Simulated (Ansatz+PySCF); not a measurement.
Results of a calculation; reference values are marked as such.
**Several solutions for triplet CoF**

```xyz
2

Co    0.0000    0.0000    0.0000
F     0.0000    0.0000    1.7360
```

Basis set: def2-SVP (spherical functions). Charge 0, multiplicity 3.

ωB97X (unrestricted) was run from several starts with Ansatz (development build ahead of 0.2.0) and PySCF 2.14.0.

```tsv
run	program	start	converged	energy (hartree)	<S²>
A	Ansatz	atomic start, no search	yes	-1482.31455	2.43
B	Ansatz	stability test followed	yes	-1482.31455	2.43
C	PySCF	guess huckel, instabilities followed	yes	-1482.31457	2.43
D	Ansatz	search for the lowest state	yes	-1482.31455	2.43
E	PySCF	guess minao, instabilities followed	yes	-1482.31457	2.43
F	PySCF	guess atom, instabilities followed	yes	-1482.31457	2.43
G	PySCF	program defaults	yes	-1482.28372	2.51
```

Task: Which runs reached the lowest solution of this kind, and what is wrong with the others?

Result: A, B, C, D, E, F reached the lowest solution found or ended within 0.01 eV of it (a small difference can mark another solution nearby). Converged but too high: G by 0.84 eV. Convergence only shows a stationary point, and even a stable one can lie too high; stability tests and further starts are what find lower ones. Caution: another spin multiplicity may lie lower. Caution: the unrestricted determinant is spin contaminated.
